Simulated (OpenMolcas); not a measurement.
A calculation on neutral beryllium.

```
Program             : OpenMolcas 26.06
Method              : SS-CASPT2, IPEA 0.25 Eh, imaginary shift 0.1 Eh (closed shells correlated: 1s)
Basis               : ANO-RCC-VTZP [4s3p2d1f]
Scalar Hamiltonian  : DKH2, point nucleus
Active space        : 2 electrons in 8 orbitals (2s 2p 3s 3p)
State averaging     : 2S+1 = 3 even, 3 roots; 2S+1 = 1 even, 1 root; 2S+1 = 3 odd, 3 roots; 2S+1 = 1 odd, 3 roots
Spin-orbit coupling : state interaction with AMFI integrals over the reference wave functions, term energies averaged over their components
```

Which level of the active space comes out lowest?

2s² ¹S₀, with 100 % of that term; it is also the measured ground level.

How high does 2s 2p ¹P°₁ lie?

45389 cm⁻¹ above the lowest level; measured 42565 cm⁻¹ above the ground level, so the calculation is off by +7 %.

How high does 2s 2p ³P°₁ lie?

22308 cm⁻¹ above the lowest level; measured 21979 cm⁻¹ above the ground level, so the calculation is off by +1 %.

How high does 2s 2p ³P°₀ lie?

22307 cm⁻¹ above the lowest level; measured 21978 cm⁻¹ above the ground level, so the calculation is off by +1 %.

Measured values: NIST Handbook of Basic Atomic Spectroscopic Data.

Active for correlation alone: 3p 3s; no level in the range computed is led by a configuration that fills them, so any true level of that kind is missing. Measured partners are found by configuration, term and J. A level has none where our copy of the source lacks it or the pairing is in doubt (some pairs that miss far off the trend of their configuration count as doubtful), and it then counts in no deviation. Only configurations of the active space appear.

° marks odd parity.
